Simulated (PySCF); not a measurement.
**Two-component Hartree-Fock for Cr (chromium, neutral)**

Start: [Ar] 3d5 4s1; 3d3/2 filled at m_j = -3/2, -1/2, +1/2, +3/2; 3d5/2 filled at m_j = +5/2; 4s1/2 filled at m_j = +1/2. Calculated with PySCF 2.14 in x2c-TZVPPall-2c (6s7p4d2f1g, 70 functions): generalised Hartree-Fock with the X2C-1e Hamiltonian and a Gaussian nucleus; one run each with spin-orbit coupling (SO) switched off, then screened by Boettger's factors.

```
spinor shell  electrons  ε, spin-free (eV)  ε, screened SO (eV)  weight of nominal j (screened SO)  rms radius, screened SO (bohr)
       1s1/2          2            -6041.8              -6041.8                              1.000                          0.0734
       2s1/2          2            -722.75              -722.74                              1.000                           0.316
       2p1/2          2            -604.02              -610.16                              0.983                           0.286
       2p3/2          4            -604.02              -601.00                              0.991                           0.288
       3s1/2          2            -90.951              -90.949                              1.000                           0.971
       3p1/2          2            -56.143              -56.517                              0.664                            1.06
       3p3/2          4            -56.143              -55.963                              0.832                            1.06
       3d3/2          4             -9.979               -9.991                              0.506                            1.60
       3d5/2          1             -9.979               -9.932                              1.000                            1.60
       4s1/2          1             -6.168               -6.168                              1.000                            3.90
```

| quantity | spin-free | screened SO |
| --- | --- | --- |
| E (hartree) | -1049.63734 | -1049.64898 |
| M_J | 3 | 3 |
| ⟨J²⟩ | 12.000 | 12.000 |
| ⟨L²⟩ | 0.000 | 0.001 |
| ⟨S²⟩ | 12.000 | 12.000 |

Each row is a mean over spinors that exchange with the open shell spreads, by up to 11.775 eV (3p3/2).

Rows whose weight is well below 1 are mixtures of j = l ± 1/2: exchange outweighs spin-orbit coupling there, and the label is only the starting occupation.

Without spin-orbit coupling the j labels of p, d and f shells carry no meaning; the spin-free column gives the mean over the occupied spinors of each nl shell.
